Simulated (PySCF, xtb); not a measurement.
Mg(Cl)(Et) (C₂H₅ClMg), SMILES C[CH2][Mg][Cl]. One conformer was computed; it need not be the lowest.

Harmonic wavenumbers (cm⁻¹) from GFN2-xTB run with xtb at its own minimum, in rising order: 29, 68, 205, 215, 340, 463, 556, 917, 963, 1061, 1156, 1224, 1405, 1458, 1481, 1488, 2939, 2945, 2955, 2962, 2968.

Problem. What does PySCF with TPSSh-D3(BJ)/def2-SVP give at its own minimum? (An estimate is asked for; the answer gives what the named calculation found.)

Solution. 76, 101, 217, 230, 362, 553, 595, 910, 946, 1009, 1177, 1247, 1404, 1443, 1490, 1502, 2997, 3003, 3040, 3066, 3086. Paired by order, the mean absolute difference is 40 cm⁻¹ and the zero-point energies are 39.7 and 40.7 kcal/mol.
